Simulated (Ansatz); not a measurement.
Zn₃F₄⁺, relaxed as a doublet with UKS r2SCAN-D4/def2-SVP in Ansatz, starting from the GFN1-xTB geometry. Force threshold 0.02 eV/Å.

Another isomer (doublet) lies 0.17 eV lower at PBE0-D4/def2-TZVP; other spin states weren't run for this one.

Start:

```xyz
7

Zn   -0.8378    0.9771    1.5434
Zn   -0.8273   -0.8455   -0.9021
Zn    1.3687    0.3609   -0.4467
F    -1.7390   -0.8665    0.5292
F     0.9002   -1.3230   -0.8430
F     1.4003    0.7999    1.1937
F    -0.2652    0.8971   -1.0745
```

**Question.** Estimate the energy that the relaxation releases and the steps that it takes.

**Answer.** 134.2 kJ/mol, in 8 steps; 64 s on 4 threads of AMD EPYC on a shared host. No frequencies were taken in this run, so the end may be a saddle point.

**Question.** Does the start keep its bonding and symmetry?

**Answer.** Bonds formed: Zn1–F4, Zn1–F7 (atoms count from 1). Point group Cs at the start, C3v at the end, both within 0.05 Å.

**Question.** Predict the relaxed structure.

**Answer.** 
Cartesian coordinates in Å:
```
Zn -0.761 0.935 1.223
Zn -0.944 -1.040 -0.980
Zn 1.618 0.343 -0.443
F -1.667 -0.678 0.749
F 0.941 -1.322 -1.088
F 1.144 0.838 1.338
F -0.331 0.924 -0.798
```
Bond lengths (bridged metal pairs left out): 9 × F–Zn 1.91 to 2.07 Å.
